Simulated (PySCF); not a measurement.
Atoms are numbered as in `[CH3:1][C:2](=[O:3])[CH:4]=[C:5]([CH3:6])[CH3:7]` (H(Xn): hydrogen on atom n).

Geometry: PBE0-D3(BJ)/def2-TZVP; GIAO shifts from PySCF 2.14.0 with density-fitted response routines, gas phase, non-relativistic, averaged over equivalent atoms.

At B97-2/pcSseg-2 (392 basis functions, 2.4 min wall time (4.8 min CPU) on 2 threads of an Intel Xeon, shared host):
| atoms | δ (ppm) |
| --- | --- |
| C2 | 203.9 |
| C5 | 169.6 |
| C4 | 128.3 |
| C1 | 34.5 |
| C7 | 31.1 |
| C6 | 22.1 |
| O3 | 612.9 |
| H(C4) | 6.35 |
| H(C6) | 2.46 |
| H(C1) | 2.13 |
| H(C7) | 1.93 |

Shifts are taken against calculated references (same method and geometry level): TMS for 13C (185.38 ppm), 1H (31.64 ppm); 17O (327.66 ppm) vs H2O.

Problem. What do these become at KT3/pcSseg-2?

Solution. 
```tsv
atoms	δ at KT3/pcSseg-2	change
C2	191.8	-12.1
C5	159.4	-10.2
C4	121.4	-6.9
C1	33.0	-1.5
C7	30.7	-0.4
C6	21.9	-0.2
O3	579.1	-33.8
H(C4)	6.26	-0.09
H(C6)	2.47	+0.01
H(C1)	2.11	-0.02
H(C7)	1.93	+0.00
```

Scale: 13C (σref 183.24) and 1H (σref 31.63) against TMS; 17O (σref 325.30) against H2O (reference shieldings calculated alike).

The largest change is at O3 (ketone oxygen). Cost: 392 basis functions, 3.1 min wall time (6 min CPU) on 2 threads of an Intel Xeon, shared host. The order of the carbon signals is the same at both levels.

Unscaled 17O shifts of doubly bonded oxygen tend to come out too high, by tens of ppm or more. Experimental scales use liquid or dissolved standards, which lie at an offset from isolated H2O (liquid H2O: subtract about 36 ppm).
